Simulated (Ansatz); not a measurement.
Molecule: trihydroxy(methyl)silane, CH6O3Si, net charge 0, singlet state. 
Coordinates optimised at B3LYP-D3(BJ)/def2-TZVP (Ansatz, a program for electronic structure):
```xyz
11

C      1.8066    -0.0799    -0.2468
Si    -0.0245    -0.0058     0.0132
O     -0.7691     1.0303    -1.0365
O     -0.7662    -1.4466    -0.2584
O     -0.2323     0.4273     1.5834
H      2.2786     0.8760    -0.0103
H      2.2529    -0.8393     0.3974
H      2.0414    -0.3297    -1.2828
H     -0.5156     1.9560    -1.0218
H     -1.3013    -1.5139    -1.0530
H     -1.1104     0.3239     1.9597
```

Quantity: vertical triplet-singlet gap (E(triplet) - E(singlet); each state is the SCF solution reached for its spin), in kcal/mol. Valence correlation only, unless marked. Open shells are spin-unrestricted. Spin-orbit coupling is left out. No relativistic terms. Basis-set limits of correlation are two-point, X^-3; Hartree-Fock from the larger set. [CCSD(T)-MP2]/basis is that difference in the basis named.

```csv
level,program,vertical triplet-singlet gap (kcal/mol)
PBE/def2-TZVPD,Ansatz,150.0
r2SCAN/def2-TZVPD,Ansatz,161.1
PBE0/def2-TZVPD,Ansatz,169.0
BHLYP/def2-TZVPD,Ansatz,174.1
CAM-B3LYP/def2-TZVPD,Ansatz,177.2
wB97M-V/def2-TZVPD,Ansatz,178.6
wB97X-V/def2-TZVPD,Ansatz,180.9
B2PLYP/def2-TZVPD,Ansatz,177.2
SCS-MP2/aug-cc-pV(D+d)Z,Ansatz,185.1
SCS-MP2/aug-cc-pV(T+d)Z,Ansatz,188.2
CCSD/aug-cc-pV(D+d)Z,Ansatz,…
CCSD/aug-cc-pV(T+d)Z,Ansatz,179.1
"RI-MP2/CBS(aug-cc-pV(T+d)Z,aug-cc-pV(Q+d)Z)+[CCSD(T)-MP2]/aug-cc-pV(T+d)Z",Ansatz,…
```

Q: Complete the blanks.

A: 
- CCSD/aug-cc-pV(D+d)Z, vertical triplet-singlet gap (kcal/mol): 176.9
- RI-MP2/CBS(aug-cc-pV(T+d)Z,aug-cc-pV(Q+d)Z)+[CCSD(T)-MP2]/aug-cc-pV(T+d)Z, vertical triplet-singlet gap (kcal/mol): 181.6
